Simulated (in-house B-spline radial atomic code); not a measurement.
Orbital energies and mean radii along the 2-electron series, configuration 1s2. The effective charge is n√(-2ε), a non-relativistic measure. Computed with a radial B-spline atomic code at the basis-set limit: Dirac-Hartree-Fock, average of the configuration, finite nuclei.

```tsv
ion	Z	energy of 1s1/2 (Eh)	mean radius of 1s1/2 (bohr)	effective charge of 1s1/2
La55+	57	-1663.45	0.024907	57.679
Ce56+	58	?	?	?
Pr57+	59	-1789.89	0.023942	59.831
Nd58+	60	-1855.14	0.023482	60.912
Pm59+	61	-1921.74	0.023036	61.996
Sm60+	62	-1989.72	0.022604	63.083
Eu61+	63	-2059.11	0.022183	64.173
Gd62+	64	-2129.92	0.021775	65.267
Tb63+	65	-2202.17	0.021379	66.365
Dy64+	66	?	?	?
Ho65+	67	-2351.02	0.020618	68.571
Er66+	68	-2427.67	0.020253	69.68
Tm67+	69	?	?	?
Yb68+	70	-2585.54	0.01955	71.91
Lu69+	71	-2666.8	0.019212	73.031
Hf70+	72	-2749.65	0.018882	74.157
Ta71+	73	-2834.1	0.01856	75.287
W72+	74	-2920.18	0.018246	76.422
Re73+	75	-3007.91	0.017939	77.562
```

(1) Fill in the row of Ce56+.

(2) Fill in the row of Dy64+.

(3) Fill in the row of Tm67+.

(4) How does the screening of 1s1/2 change?

## Answers

(1) energy of 1s1/2 (Eh): -1726; mean radius of 1s1/2 (bohr): 0.024417; effective charge of 1s1/2: 58.754.

(2) energy of 1s1/2 (Eh): -2275.85; mean radius of 1s1/2 (bohr): 0.020993; effective charge of 1s1/2: 67.466.

(3) energy of 1s1/2 (Eh): -2505.85; mean radius of 1s1/2 (bohr): 0.019897; effective charge of 1s1/2: 70.793.

(4) Z less the effective charge goes from -0.68 at Z = 57 to -2.56 at Z = 75.
